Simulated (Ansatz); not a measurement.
Name a neutral molecule of B, C, Cl, F, O and H with HOMO–LUMO gap (PBE/def2-TZVPP) between 2.80 and 3.10 eV and HOMO–LUMO gap (PBE0/def2-TZVPP) between 4.80 and 5.10 eV (Ansatz, PBE0-D4/def2-TZVP geometry).

`O[B-]1(Cl)OC(C(F)(F)F)=CC(C(F)(F)F)=[O+]1` (2.82 eV, 4.94 eV). Other molecules can fit too; these were computed, each in one conformer that needn't be the lowest.
